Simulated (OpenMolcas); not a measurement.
## Ne⁶⁺: effect of the IPEA shift

```
Program             : OpenMolcas
Basis               : ANO-RCC-VTZP [4s3p2d1f]
Scalar Hamiltonian  : DKH2, point nucleus
Active space        : 2 electrons in 4 orbitals (2s 2p)
State averaging     : 2S+1 = 3 even, 3 roots; 2S+1 = 1 even, 7 roots (6 in the spin-orbit step); 2S+1 = 3 odd, 3 roots; 2S+1 = 1 odd, 3 roots
Spin-orbit coupling : RASSI with atomic mean-field integrals over the reference wave functions, term energies averaged over their components
```

Methods on the same reference wave functions:
A. CASSCF
B. SS-CASPT2, IPEA 0 Eh, imaginary shift 0.1 Eh (closed shells correlated: 1s)
C. SS-CASPT2, IPEA 0.25 Eh, imaginary shift 0.1 Eh (closed shells correlated: 1s)

Energies in cm-1 above 2s2 1S0, the measured ground level; measured values from NIST levels in Podobedova, Fuhr, Reader and Wiese, J. Phys. Chem. Ref. Data 33, 525 (2004).

```json
{"Level": "2s2 1S0", "A": "0.0", "B": "0.0", "C": "0.0", "Measured": "0.0"}
{"Level": "2s 2p 3P* 0", "A": "112413", "B": "111518", "C": "111537", "Measured": ""}
{"Level": "2s 2p 3P* 1", "A": "112904", "B": "112007", "C": "112027", "Measured": ""}
{"Level": "2s 2p 3P* 2", "A": "113897", "B": "113001", "C": "113021", "Measured": ""}
{"Level": "2s 2p 1P* 1", "A": "227049", "B": "216889", "C": "217033", "Measured": "214952"}
{"Level": "2p2 3P0", "A": "292458", "B": "290478", "C": "290511", "Measured": ""}
{"Level": "2p2 3P1", "A": "292945", "B": "290965", "C": "290999", "Measured": ""}
{"Level": "2p2 3P2", "A": "293907", "B": "291924", "C": "291957", "Measured": ""}
```

Between B and C the level of the table that moves most is 2s 2p 1P* 1, by 140 cm-1 (lowest in B, highest in C).

The lowest spin-free term lies below A's lowest term by 0.009 hartree in B, 0.009 hartree in C.

Levels of configurations outside the active space are missing. The table leaves out levels that lie high or whose names do not pair safely across all columns.

* marks odd parity.
